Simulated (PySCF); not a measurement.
Electron correlation in Br(2+) (bromine, charge +2)

[Ar] 3d10 4s2 4p3, high-spin 4S determinant. All numbers are calculated (PySCF 2.14, no relativity, point nucleus, in def2-SVP (5s4p3d, 32 functions)). Frozen: [Ar] 3d10; 5 electrons correlated.

MP2 pair energies summed by pair of shells (mhartree):

```csv
pair,energy,share (%)
4s-4p,-40.73,65.7
4p-4p,-14.87,24.0
4s-4s,-6.40,10.3
```

Total MP2 correlation energy: -62.00 mhartree.

Same-spin part -16.36 and opposite-spin part -45.63 mhartree; SCS-MP2 scales them by 1/3 and 6/5 to -60.21 mhartree.

```
  level  correlation energy (mhartree)
   CCSD                         -77.72
    (T)                          -0.80
CCSD(T)                         -78.52
```

Diagnostics: T1 = 0.00100, D1 = 0.0025, largest double amplitude 0.060.

Task: Is a single reference adequate?

Result: Yes, within this model without spin-orbit coupling: T1 lies below 0.03 and no double amplitude reaches 0.07.
